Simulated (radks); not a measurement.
The nitrogen anion N2-, [He] 2s2 2p5, held by a Watson sphere: a shell of charge +2 at radius R that stands for the Madelung well of a crystal (potential energy -2/R inside, -2/r outside, in hartree with lengths in bohr). Method: non-relativistic Kohn-Sham, LDA (Slater exchange, Perdew-Wang correlation), spin-polarised, spherical densities, point nucleus; open shells are filled with parallel spins first; computed with a radial shooting solver on a logarithmic mesh with Libxc functionals. Response by self-consistent Sternheimer equations with the Hartree and adiabatic LDA kernel. The sphere does not respond.

R (bohr)  e(2s down) (eV)  e(2p up) (eV)  e(2p down) (eV)  <r> 2p (bohr)  sum of <r^2> (bohr^2)  X-ray form factor at sin(theta)/lambda = 0.3 1/angstrom  alpha (bohr^3)
1.63              -19.029         -8.813           -7.775          1.599                  20.62                                                    3.433           12.44
2.41              -16.060         -6.520           -5.602          1.864                  27.01                                                    3.205           26.02
2.82              -14.937         -5.577           -4.689          2.001                  30.43                                                    3.179           38.09
2.95              -14.636         -5.315           -4.433          2.045                  31.54                                                    3.176           42.94
3.34              -13.866         -4.630           -3.755          2.183                  34.98                                                    3.174           61.42
3.6               -13.446         -4.250           -3.372          2.282                  37.40                                                    3.176           77.96
3.86              -13.087         -3.925           -3.035          2.390                  39.95                                                    3.178           99.21
3.87              -13.074         -3.914           -3.023          2.394                  40.05                                                    3.178           100.1
